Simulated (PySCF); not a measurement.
# Excitation energy of Be by level of theory

Be [He] 2s2 (1S) → Be [He] 2p2 (3P), as a difference of total energies. Computed with PySCF 2.14 in aug-cc-pV5Z, with no relativity, point nucleus. Correlated levels: valence: 1s2 frozen. The calculations carry no spin-orbit coupling.

```csv
method,excitation energy (cm⁻¹)
UHF,51927
LDA,48028
PBE,47783
PBE0,50107
r2SCAN,48724
LC-wPBE,53273
B97-3,51149
HSE06,49909
MP2 (valence),57108
SCS-MP2 (valence),59352
```

Errors of the correlated levels include the incompleteness of this basis and the frozen core.

For comparison: 59696 cm⁻¹ (measured; NIST levels, between the centres of gravity of the two terms).
